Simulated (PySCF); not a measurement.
Excitation energy of Co⁺ by level of theory

Co⁺ [Ar] 3d8 (3F) → Co⁺ [Ar] 3d7 4s1 (5F), as a difference of total energies. Computed with PySCF 2.14 in aug-cc-pVQZ, with the non-relativistic Hamiltonian (point nucleus). Correlated levels: valence: [Ar] frozen. The calculations carry no spin-orbit coupling.

| method | excitation energy (eV) |
| --- | --- |
| UHF | -1.155 |
| LDA | 1.112 |
| PBE | 0.912 |
| PBE0 | 0.585 |
| r2SCAN | 0.574 |
| M06-2X | 0.584 |
| r2SCANh | 0.481 |
| BHandHLYP | 0.277 |
| MP2 (valence) | 0.972 |
| SCS-MP2 (valence) | 1.112 |

Task: How much does correlation contribute at MP2 (valence)?

Result: 0.972 − (-1.155) = 2.127 eV, measured against UHF.

These non-relativistic numbers lack the scalar-relativistic shift.

For comparison: 0.429 eV (measured; NIST levels, between the centres of gravity of the two terms).
